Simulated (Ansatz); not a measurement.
The cluster HgF2⁺. Charge 1, multiplicity 4. Geometry PBE-D4/def2-TZVP.

```xyz
3

Hg    0.000   -0.002    0.001
F     0.223    0.761    2.585
F    -0.224   -0.759   -2.586
```

In the def2 sets Hg takes a core potential; there is no spin–orbit coupling. In the quartet geometry the species has come apart into loosely held pieces. At PBE0-D4/def2-TZVP a doublet of charge 1 lies 2.23 eV below the quartet, each at its own geometry. The structure comes from a short search, and lower isomers may exist.

Problem. Estimate the α-spin orbital energies around the gap (eV) in Ansatz with PBE-D4/def2-TZVP, r2SCAN-D4/def2-TZVP, r2SCANh-D4/def2-TZVP, PBE0-D4/def2-TZVP, BHLYP-D4/def2-TZVP.

Solution. 
```csv
orbital,PBE-D4/def2-TZVP,r2SCAN-D4/def2-TZVP,r2SCANh-D4/def2-TZVP,PBE0-D4/def2-TZVP,BHLYP-D4/def2-TZVP
HOMO−9,-18.55,-19.05,-19.84,-20.68,-22.71
HOMO−8,-18.16,-18.69,-19.45,-20.23,-22.08
HOMO−7,-18.16,-18.69,-19.45,-20.23,-22.08
HOMO−6,-18.11,-18.63,-19.40,-20.20,-22.02
HOMO−5,-18.11,-18.63,-19.40,-20.20,-22.02
HOMO−4,-17.32,-17.78,-18.58,-19.44,-21.74
HOMO−3,-17.03,-17.51,-18.27,-19.06,-21.36
HOMO−2,-16.84,-17.35,-18.18,-19.04,-21.36
HOMO−1,-16.84,-17.35,-18.18,-19.04,-21.12
HOMO,-13.83,-14.20,-14.60,-14.87,-15.70
LUMO,-7.18,-6.95,-6.73,-6.57,-5.94
LUMO+1,-7.18,-6.95,-6.73,-6.57,-5.94
LUMO+2,-6.35,-5.94,-5.70,-5.62,-4.90
LUMO+3,-1.94,-1.01,-0.86,-1.25,-0.53
LUMO+4,-1.74,-0.84,-0.69,-1.11,-0.53
LUMO+5,-1.31,-0.64,-0.55,-0.89,-0.42
β HOMO,-16.03,-16.46,-17.25,-18.04,-20.07
β LUMO,-15.03,-13.77,-12.81,-12.23,-10.88
```
